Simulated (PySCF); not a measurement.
Computed spin Hamiltonian

Species: C5H8NSi (doublet state).
Cartesian coordinates in Å at the GFN2-xTB level; atoms count from 1:
```
atom  x, y, z in Å
C1    -2.5219    0.6392   -0.5755
Si2   -1.5203   -0.8390   -0.1285
N3     0.1467   -0.3246    0.0835
C4     1.0983   -0.2423   -0.8916
C5     2.2519    0.2638   -0.3663
C6     2.0020    0.5097    1.0011
C7     0.7092    0.1406    1.2370
H8    -2.0975    1.6236   -0.6734
H9    -3.5801    0.5836   -0.7589
H10   -1.4752   -1.8628   -1.1806
H11   -1.9020   -1.4454    1.1533
H12    0.8772   -0.5552   -1.8933
H13    3.1721    0.4387   -0.8892
H14    2.6960    0.9073    1.7157
H15    0.1391    0.1709    2.1448
```

The hyperfine couplings belong to this conformer and change with its torsions.

As a line formula: `[CH2][SiH2]n1cccc1` [radical].

Theory: UKS B3LYP, pcH-1 on C H N Si, non-relativistic, mean-field spin-orbit, GIAO in PySCF 2.14.0. One conformer (not necessarily the lowest) at the GFN2-xTB geometry, without solvent, vibrations or thermal averaging. Couplings are sensitive to structure, and on GFN2-xTB geometries they can be far from those on DFT ones. The SCF solution wasn't tested for stability.

| Property | Result |
| --- | --- |
| g1, g2, g3 | 2.00228, 2.00281, 2.00287 |
| g_iso | 2.00265 |
| Form of g | close to axial: the two nearest values differ by 10 % of g3 − g1 |
| ⟨S²⟩ | 0.7533 (exact 0.7500) |
| α and β electrons | 30, 29 |
| HOMO–LUMO gap, α and β orbitals | 6.22, 2.89 eV |

Hyperfine couplings atom by atom, in mT; T1 to T3 are the principal values of the dipolar part; ρ(0) is the spin density at the nucleus (MHz turned into mT with g_iso):

```tsv
atom	isotope	a_iso	of which spin–orbit	T1	T2	T3	Mulliken spin population	ρ(0) (bohr⁻³)
C1	13C	2.84	0.00	-2.73	-2.71	5.44	1.04	0.0709
Si2	29Si	1.89	0.00	-0.08	0.02	0.06	-0.03	-0.0596
N3	14N	-0.02	0.00	-0.01	0.00	0.01	0.00	-0.0018
C4	13C	0.00	0.00	-0.02	-0.01	0.03	0.00	-0.0001
C5	13C	0.00	0.00	-0.01	0.00	0.01	0.00	-0.0001
C6	13C	0.00	0.00	-0.01	0.00	0.01	0.00	-0.0001
C7	13C	0.00	0.00	-0.02	-0.01	0.03	0.00	-0.0001
H8	1H	-2.12	0.00	-1.32	-0.03	1.35	-0.04	-0.0133
H9	1H	-2.06	0.00	-1.32	-0.03	1.35	-0.04	-0.0129
H10	1H	2.36	0.00	-0.12	-0.06	0.19	0.04	0.0148
H11	1H	2.36	0.00	-0.12	-0.06	0.19	0.04	0.0148
H12	1H	0.00	0.00	-0.05	-0.04	0.09	0.00	0.0000
H13	1H	-0.01	0.00	-0.02	-0.01	0.03	0.00	0.0000
H14	1H	-0.01	0.00	-0.02	-0.01	0.03	0.00	0.0000
H15	1H	0.00	0.00	-0.05	-0.04	0.09	0.00	0.0000
```

The largest Mulliken spin population is on C1 (+1.04). The angles at C1 add up to 360.0°, so it is planar; its axial dipolar tensor and the negative couplings of its protons fit spin in a p orbital normal to that plane.

Axes: g2 points within 9° of the C1–H8 bond.

Under fast tumbling the dipolar parts average out, and these isotropic splittings remain: 2 × 1H (H10/H11, I = 1/2, 3 lines) with 2.36 mT and 2 × 1H (H8/H9, I = 1/2, 3 lines) with 2.09 mT.

Nuclei that the bonding pattern makes equivalent are averaged, as if the motion that swaps them (rotation, inversion, ring flip) were fast.

The 29Si coupling of Si2 (52.9 MHz) shows only in satellite lines or after enrichment, since that isotope makes up about 4.7 % of natural silicon.

The 13C coupling of C1 (79.6 MHz) shows only in satellite lines or after enrichment, since that isotope makes up about 1.07 % of natural carbon.
